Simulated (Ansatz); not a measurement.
`C[CH2][Ge][OH]` + H₂ → `[CH3][Ge][OH]` + CH₄ at 600 K and 1 bar (hydrogenolysis of a C–C bond).

Isolated molecules relaxed with PBE0-D4/def2-TZVP in Ansatz; ΔE leaves out vibrations. CCSD(T)/CBS adds triple-zeta CCSD(T) − MP2 to the extrapolated MP2 energy (def2 sets, frozen cores). This one scheme is used for every species. For Ge outer-core shells are correlated without core-valence functions, which leaves a few kJ/mol of doubt a bond. Scalar relativity is left out up to krypton. One conformer a species, not always the lowest.

```json
{"species": "`C[CH2][Ge][OH]`", "CCSD(T)/CBS energy (Eh)": "-2231.01233", "H − E (kJ/mol)": "259.1", "S (J/(mol·K))": "409.0"}
{"species": "H₂", "CCSD(T)/CBS energy (Eh)": "-1.17544", "H − E (kJ/mol)": "43.9", "S (J/(mol·K))": "150.8"}
{"species": "`[CH3][Ge][OH]`", "CCSD(T)/CBS energy (Eh)": "-2191.75471", "H − E (kJ/mol)": "171.0", "S (J/(mol·K))": "364.9"}
{"species": "CH₄", "CCSD(T)/CBS energy (Eh)": "-40.46206", "H − E (kJ/mol)": "140.4", "S (J/(mol·K))": "215.7"}
```

H − E and S are ideal-gas, rigid-rotor, harmonic terms from PBE0-D4/def2-TZVP, for one conformer and one mirror image of each species. The MP2-based limit puts H₂ 0.8 mEh under its directly extrapolated value; such offsets cancel only in part. 1 Eh = 2625.50 kJ/mol, R = 8.31446 J/(mol·K).

Task: By hand: ΔE, ΔH, ΔS and ΔG.

Result: ΔE = (-2191.75471) + (-40.46206) − (-2231.01233) − (-1.17544) = -0.02900 Eh = -76.1 kJ/mol. Δ(H − E) = 171.0 + 140.4 − 259.1 − 43.9 = 8.4, so ΔH = -67.7 kJ/mol. ΔS = 364.9 + 215.7 − 409.0 − 150.8 = 20.8 J/(mol·K). ΔG = -67.7 − 600 × (20.8)/1000 = -80.2 kJ/mol.

Task: By hand: the equilibrium constant, and the temperature at which ΔG would vanish if ΔH and ΔS stayed fixed.

Result: log₁₀ K = −ΔG/(RT ln 10) = 7.0. ΔH and −TΔS have one sign here, so there is no such temperature.

ΔH outweighs TΔS. A doubt of 5 kJ/mol in ΔE shifts log₁₀ K by 0.4 here. Other conformers and mirror images would add mixing entropy, several J/(mol·K) or more a flexible species. These are equilibria of isolated gas molecules and say nothing of rates. Largest T1 diagnostic: 0.014 (customary marks: 0.02 for closed shells, 0.045 for open ones).
